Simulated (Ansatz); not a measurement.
C6H3Ga (`C#[C][Ga]([C]#C)[C]#C`) at its PBE0-D4/def2-TZVP geometry, where that method's forces vanish. Total charge 0; spin multiplicity 1.

```xyz
10

C    -0.1235    1.5959    2.6649
C    -0.0742    0.9767    1.6292
Ga    0.0014    0.0010    0.0007
C    -1.1807   -1.4583   -0.2873
C    -1.9322   -2.3857   -0.4710
C     1.2577    0.4835   -1.3404
C     2.0552    0.7893   -2.1942
H    -0.1671    2.1427    3.5795
H    -2.5959   -3.2046   -0.6332
H     2.7594    1.0594   -2.9482
```

Task: What forces (eV/Å) does r2SCAN-D4/def2-TZVPP give on these atoms in Ansatz? (An estimate is asked.)

Result: The calculation gave: 
```
C1  -0.016  0.201  0.336
C2   0.018 -0.223 -0.373
Ga3  0.000  0.000  0.000
C4   0.271  0.334  0.066
C5  -0.245 -0.302 -0.060
C6  -0.288 -0.110  0.307
C7   0.259  0.099 -0.277
H8   0.003 -0.028 -0.047
H9   0.034  0.041  0.008
H10 -0.035 -0.014  0.039
```
